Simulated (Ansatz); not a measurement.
InSi19H30⁻, a doped nanocrystal cut from the lattice of silicon (In on an inner site). Total charge -1; triplet. Geometry PBE-D4/def2-SVP, that of the neutral doublet; atoms count from 1.

Cartesian coordinates in Å:
```
Si 1.7202 -2.2276 0.9929
Si 2.8452 -1.7029 -2.7512
Si -2.0715 -2.1175 -0.2542
Si -0.6461 -1.6504 -3.9117
Si 3.7602 1.2181 0.3617
Si -0.9301 -0.2125 2.8969
Si 1.3041 3.0585 2.6672
In 0.3262 0.8595 -0.8684
Si -3.0929 1.3805 -1.9978
Si -2.6815 3.0077 1.4106
Si 2.4766 -3.2387 -0.9980
Si 3.5322 -0.8098 1.5530
Si -0.2799 -1.0048 0.7882
Si 1.0452 -0.2168 -3.1004
Si -1.5110 -3.1454 -2.3013
Si -3.7704 -0.6078 -0.9190
Si 1.8494 2.6120 0.4276
Si 0.6700 1.1710 3.9325
Si -2.8710 1.1140 2.8073
Si -1.6258 2.6699 -0.6635
H 1.6585 -3.2887 2.0700
H 4.1182 -0.9556 -2.4444
H 3.0814 -2.4956 -4.0159
H -2.7324 -3.1505 0.6313
H -0.0858 -2.4759 -5.0462
H -1.8044 -0.8599 -4.4637
H 4.1027 0.9445 -1.0788
H 4.9200 1.9756 0.9744
H -1.2123 -1.3540 3.8491
H 2.5372 3.6589 3.3034
H 0.2167 4.0982 2.7306
H -2.4431 1.0858 -3.3231
H -4.3341 2.2057 -2.2636
H -1.9952 4.1162 2.1638
H -4.0780 3.4880 1.0814
H 3.8029 -3.8834 -0.6686
H 1.5435 -4.3292 -1.4510
H 4.8021 -1.5804 1.2701
H 3.5412 -0.4690 3.0205
H 1.4277 0.7344 -4.2125
H -0.5659 -4.2985 -2.0960
H -2.7980 -3.7076 -2.8587
H -4.6483 -1.3379 -1.9098
H -4.6498 -0.1988 0.2342
H 2.1061 3.8922 -0.3314
H 1.9089 0.4007 4.3036
H 0.0617 1.6964 5.2117
H -3.1498 1.6352 4.1975
H -4.0657 0.3058 2.3765
H -1.3151 3.9907 -1.3270
```

In the def2 sets In takes a core potential; there is no spin–orbit coupling. Single mean-field runs in def2-SVP are fitted with def2-universal-jkfit. The highest occupied level of the charge -1 triplet lies above zero (up to 0.33 eV). By energy differences its removal costs 0.70 eV (vertical, to the charge 0 doublet, at PBE0-D4/def2-SVP); self-interaction error and the lack of diffuse functions both raise the level. At PBE0-D4/def2-SVP a singlet of charge -1 lies 2.84 eV below the triplet at the same geometry.

Question: Estimate the Mulliken populations of the heavy atoms from the PBE0/def2-SVP orbitals of Ansatz.

Answer: 
```
atom  charge (e)  spin (α − β)
 Si1       -0.06          0.06
 Si2        0.03          0.08
 Si3       -0.05          0.02
 Si4        0.05          0.00
 Si5        0.00          0.10
 Si6       -0.05          0.04
 Si7        0.06          0.02
 In8        0.29          0.57
 Si9        0.05          0.04
Si10        0.02          0.08
Si11        0.08         -0.02
Si12        0.07          0.00
Si13       -0.27         -0.03
Si14       -0.15          0.01
Si15        0.06          0.00
Si16        0.06          0.00
Si17       -0.13          0.28
Si18        0.06          0.01
Si19        0.07          0.01
Si20       -0.11          0.55
```
Mulliken values and Mayer orders depend strongly on the basis.

Question: Where does the spin sit?

Answer: Summed by element: Si 1.24, In 0.57, H 0.19, of 2 unpaired in all. Largest on single atoms: In8 0.57, Si20 0.55, Si17 0.28.

Question: And the Mayer bond orders between bonded heavy atoms (over 0.3)?

Answer: Si1–Si11 0.94 (2.36 Å); Si1–Si12 0.94 (2.37 Å); Si1–Si13 0.96 (2.35 Å); Si2–Si11 0.95 (2.36 Å); Si2–Si14 0.96 (2.36 Å); Si3–Si13 0.95 (2.35 Å); Si3–Si15 0.95 (2.36 Å); Si3–Si16 0.94 (2.37 Å); Si4–Si14 0.97 (2.36 Å); Si4–Si15 0.95 (2.36 Å); Si5–Si12 0.96 (2.36 Å); Si5–Si17 0.91 (2.37 Å); Si6–Si13 0.95 (2.34 Å); Si6–Si18 0.95 (2.36 Å); Si6–Si19 0.91 (2.35 Å); Si7–Si17 0.97 (2.35 Å); Si7–Si18 0.96 (2.36 Å); In8–Si13 0.75 (2.57 Å); In8–Si14 0.77 (2.58 Å); In8–Si17 0.65 (2.66 Å); In8–Si20 0.40 (2.67 Å); Si9–Si16 0.95 (2.36 Å); Si9–Si20 0.94 (2.37 Å); Si10–Si19 0.96 (2.36 Å); Si10–Si20 0.94 (2.35 Å).
